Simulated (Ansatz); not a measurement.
`B/C=C/C` + HBr → `BBr` + `C=CC` at 298.15 K and 1 bar (ligand exchange at a B–C bond).

Gas-phase electronic energies from Ansatz, PBE0-D4/def2-TZVP geometries. CBS: MP2 limit from def2 TZ/QZ plus the TZ coupled-cluster correction, frozen cores. For Br outer-core shells are correlated without core-valence functions, which leaves a few kJ/mol of doubt a bond. Scalar relativity is left out up to krypton.

```csv
species,CCSD(T)/CBS energy (Eh),H − E (kJ/mol),S (J/(mol·K))
`B/C=C/C`,-143.12983,255.8,297.8
HBr,-2573.91920,24.6,198.6
`BBr`,-2599.32470,64.6,245.8
`C=CC`,-117.74610,222.5,264.5
```

H − E and S are ideal-gas, rigid-rotor, harmonic terms from PBE0-D4/def2-TZVP. 1 Eh = 2625.50 kJ/mol, R = 8.31446 J/(mol·K).

**Question.** By hand: ΔE, ΔH, ΔS and ΔG.

**Answer.** ΔE = (-2599.32470) + (-117.74610) − (-143.12983) − (-2573.91920) = -0.02177 Eh = -57.2 kJ/mol. Δ(H − E) = 64.6 + 222.5 − 255.8 − 24.6 = 6.7, so ΔH = -50.5 kJ/mol. ΔS = 245.8 + 264.5 − 297.8 − 198.6 = 13.9 J/(mol·K). ΔG = -50.5 − 298.15 × (13.9)/1000 = -54.6 kJ/mol.

**Question.** By hand: the equilibrium constant, and the temperature at which ΔG would vanish if ΔH and ΔS stayed fixed.

**Answer.** log₁₀ K = −ΔG/(RT ln 10) = 9.6. ΔH and −TΔS have one sign here, so there is no such temperature.

The number of gas molecules stays the same, so ΔS is small and ΔH decides. A doubt of 5 kJ/mol in ΔE shifts log₁₀ K by 0.9 here. These are equilibria of isolated gas molecules and say nothing of rates. Largest T1 diagnostic: 0.011 (customary marks: 0.02 for closed shells, 0.045 for open ones).
